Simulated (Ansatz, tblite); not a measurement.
Cost and result up the ladder for the cluster NbO2 (3 atoms). The state is a doublet with charge 0. Geometry: PBE0-D4/def2-TZVP.

Cartesian coordinates in Å:
```
Nb -0.3503 -0.4408 -0.4000
O 1.3331 -0.3533 -0.1818
O -0.9827 0.7942 0.5818
```

Ansatz on 4 threads of AMD EPYC 9R45 on a shared host; xTB runs through tblite on one thread. Times are rough, summed over both states, and most runs start from the orbitals of an earlier one. ωB97M-V/def2-TZVP serves as the yardstick here, not as an exact answer. The other state is a quartet at its own geometry.

In the def2 sets Nb takes a core potential; there is no spin–orbit coupling. The xTB rows come from tblite. B3LYP takes the VWN-RPA correlation. Correlated methods freeze 2 core orbitals; core or outer-core shells of Nb are correlated, in sets that lack core-valence functions. The structure comes from a short search, and lower isomers may exist.

Run but left out: HF/STO-3G (doublet: ⟨S²⟩ 1.55, where a pure state has 0.75).

Second-order perturbation terms are unreliable where d shells bring near-degenerate states, and here MP2/def2-TZVP lies more than 0.4 eV from the median of the functionals without such a term.

Correlated methods converge slowly with the basis.

xTB has no spin-polarisation term.

| level | functions | wall time | quartet − doublet (eV) | difference from ωB97M-V/def2-TZVP (eV) | remarks |
| --- | --- | --- | --- | --- | --- |
| GFN1-xTB | 17 | 0.002 s | 3.17 | 0.61 | – |
| GFN2-xTB | 17 | 0.005 s | 3.04 | 0.48 | – |
| MP2/def2-TZVP | 102 | 0.75 s | 3.64 | 1.08 | spin-contaminated (⟨S²⟩ 0.85) (doublet) |
| PBE-D4/def2-TZVP (with forces) | 102 | 0.9 s | 2.96 | 0.40 | – |
| RPA@PBE/def2-TZVP | 102 | 1.3 s | 2.81 | 0.26 | – |
| B3LYP-D4/def2-TZVP | 102 | 1.4 s | 2.64 | 0.09 | – |
| PBE0-D4/def2-TZVP | 102 | 2 s | 2.59 | 0.03 | – |
| r2SCAN-D4/def2-TZVP | 102 | 2.2 s | 2.65 | 0.09 | – |
| r2SCANh-D4/def2-TZVP | 102 | 2.4 s | 2.52 | -0.03 | – |
| B97M-V/def2-TZVP | 102 | 3.9 s | 2.65 | 0.10 | – |
| ωB97X-V/def2-TZVP | 102 | 6.2 s | 2.59 | 0.04 | – |
| ωB97M-V/def2-TZVP | 102 | 6.4 s | 2.56 | 0.00 | – |
| CCSD(T)/def2-TZVPP | 118 | 11 s | 2.86 | 0.30 | spin-contaminated (⟨S²⟩ 0.84) (doublet) |
